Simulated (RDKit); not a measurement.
Input file for RDKit: UFF on H2O (SMILES O).

```python
from rdkit import Chem
from rdkit.Chem import AllChem, rdDetermineBonds

blocks = [
'''3

O    -0.00000000   -0.00000000    0.38961139
H    -0.00000000    0.76498632   -0.19485569
H     0.00000000   -0.76498632   -0.19485569
''',
]
mol = None
for b in blocks:
    f = Chem.MolFromXYZBlock(b)
    rdDetermineBonds.DetermineBonds(f, charge=0)
    mol = f if mol is None else Chem.CombineMols(mol, f)
Chem.SanitizeMol(mol)
print(Chem.MolToSmiles(Chem.RemoveHs(mol)))
ff = AllChem.UFFGetMoleculeForceField(mol, vdwThresh=100.0, ignoreInterfragInteractions=False)
e = ff.CalcEnergy()
print(f'UFF energy {e:.6f} kcal/mol')
```

Program output:

```
O
UFF energy 0.859581 kcal/mol
```

The run finished.

Cost: roughly 0.03 core-seconds.
